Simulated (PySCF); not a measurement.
Geometries of 2 isomers of C3H2BBrF2, from PySCF, PBE0-D3(BJ)/def2-SVP geometry optimisation, gas phase. One conformer each, no zero-point energy, no frequencies.

Question: Which isomer lies lower at this level?
A.
```xyz
9
angstrom
B      2.296    0.628   -0.267
C      0.857    0.184   -0.367
C     -0.308   -0.173   -0.443
C     -1.701   -0.586   -0.531
F     -2.120   -0.666   -1.794
F     -1.910   -1.772    0.041
Br    -2.779    0.753    0.400
H      2.971    0.254    0.658
H      2.755    1.354   -1.112
```
B.
```xyz
9
angstrom
F      1.505   -1.120   -2.009
B      0.770   -0.136   -1.534
F      0.603    0.931   -2.282
C      0.109   -0.233   -0.145
C      0.066   -0.722    1.074
C     -0.893    0.340    0.791
Br    -0.623    2.116    1.553
H      0.496   -1.368    1.837
H     -1.970    0.173    0.680
```

Answer: B. That is `FB(F)C1=C[C@H]1Br`, 94.8 kcal/mol below the other.

| SMILES | atoms numbered as above | E (Eh) | relative (kcal/mol) | relative (kJ/mol) | dipole (D) |
| --- | --- | --- | --- | --- | --- |
| FB(F)C1=C[C@H]1Br | [F:1][B:2]([F:3])[C:4]1=[CH:5][C@H:6]1[Br:7] | -2913.04389 | 0.0 | 0.0 | 2.39 |
| BC#CC(F)(F)Br | [BH2:1][C:2]#[C:3][C:4]([F:5])([F:6])[Br:7] | -2912.89278 | 94.8 | 396.7 | 1.11 |

As drawn, the lower has a three-membered ring, a B–F bond and a C=C bond outside aromatic rings, which the higher lacks; the higher has a C≡C bond and two fluorines on one carbon, which the lower lacks.
